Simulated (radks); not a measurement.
Values are calculated unless marked as measured or tabulated.
Problem. Species: Pb32+. Configuration: [Kr] 4d10 4f4 (the NIST ground configuration). Code: a radial shooting solver on a logarithmic mesh with Libxc functionals. Model: Dirac Kohn-Sham, relativistic LDA (MacDonald-Vosko exchange, VWN5 correlation), spin-unpolarised, spherical densities, finite nucleus; open shells fill j = l - 1/2 first; Fermi nuclear charge, rms radius 5.5012 fm.

Spin-orbit splittings of the eigenvalues, e(l+1/2) - e(l-1/2), with zeta = 2 splitting/(2l+1) and mean radii in bohr:

| shell | occ. | splitting (eV) | zeta (eV) | <r> j=l-1/2 | <r> j=l+1/2 |
|---|---|---|---|---|---|
| 2p | 6 | 2158 | 1439 | 0.05511 | 0.06398 |
| 3p | 6 | ? | ? | 0.1644 | 0.1803 |
| 3d | 10 | 104.0 | 41.59 | 0.1565 | 0.1613 |
| 4p | 6 | 136.2 | 90.80 | 0.3665 | 0.3942 |
| 4d | 10 | 27.57 | 11.03 | 0.3874 | 0.3954 |
| 4f | 4 | 7.457 | 2.131 | 0.3721 | 0.3755 |

Estimate the 3p splitting.

Solution. 485.7 eV (zeta = 323.8 eV).
